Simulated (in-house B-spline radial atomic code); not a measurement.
Values are calculated unless marked as measured or tabulated.
**Weak and strong correlation along the adiabatic connection**

Two-electron singlets in several external potentials (atomic units), by full CI in B-splines with partial waves to l = 8 (correlation energies up to 0.6 % small). The repulsion is scaled by λ at fixed density; W(λ) is the mean repulsion less the Hartree energy, W(0) = E_x, and the area under W from 0 to 1 is E_xc.

Relative drop (W(λ) − E_x)/E_x:

```tsv
system	λ = 0.12	λ = 0.25	λ = 0.4	λ = 0.6	λ = 0.8	λ = 1
−V exp(−r²/w²), V = 1.55, w = 8.94	0.0378	0.0715	0.1032	0.1364	0.1623	0.1830
−V exp(−r²/w²), V = 10.2, w = 13.0	0.0273	0.0530	0.0785	0.1070	0.1305	0.1502
−Z/r, Z = 8.6, wall at 3.28 bohr	0.0022	0.0045	0.0071	0.0106	0.0140	0.0173
−V exp(−r²/w²), V = 7.53, w = 1.15	0.0096	0.0196	0.0304	0.0440	0.0566	0.0683
−Z/r, Z = 1.07, wall at 6.91 bohr	0.0242	0.0475	0.0712	0.0984	0.1215	0.1413
−Z exp(−kr)/r, Z = 3.54, k = 1.03	0.0063	0.0129	0.0202	0.0296	0.0385	0.0470
−Z/r, Z = 1.35, wall at 4.79 bohr	0.0169	0.0337	0.0514	0.0725	0.0913	0.1080
```

Task: Order the systems by how far second-order (GL2) theory, half the initial slope (estimated from the first points of each curve), overshoots the correlation energy, least first.
A. −V exp(−r²/w²), V = 1.55, w = 8.94
B. −Z/r, Z = 8.6, wall at 3.28 bohr
C. −V exp(−r²/w²), V = 7.53, w = 1.15
D. −V exp(−r²/w²), V = 10.2, w = 13.0
E. −Z exp(−kr)/r, Z = 3.54, k = 1.03
F. −Z/r, Z = 1.35, wall at 4.79 bohr
G. −Z/r, Z = 1.07, wall at 6.91 bohr

Result: B (GL2/E_c = 1.03), E (GL2/E_c = 1.08), C (GL2/E_c = 1.13), F (GL2/E_c = 1.23), G (GL2/E_c = 1.33), D (GL2/E_c = 1.39), A (GL2/E_c = 1.56).

Task: What else changes along this order?

Result: The ratio follows the bend of the curve. With it the leading natural occupation goes from 1.999 to 1.885 and −T_c/E_c from 0.97 to 0.64 between the first and the last.
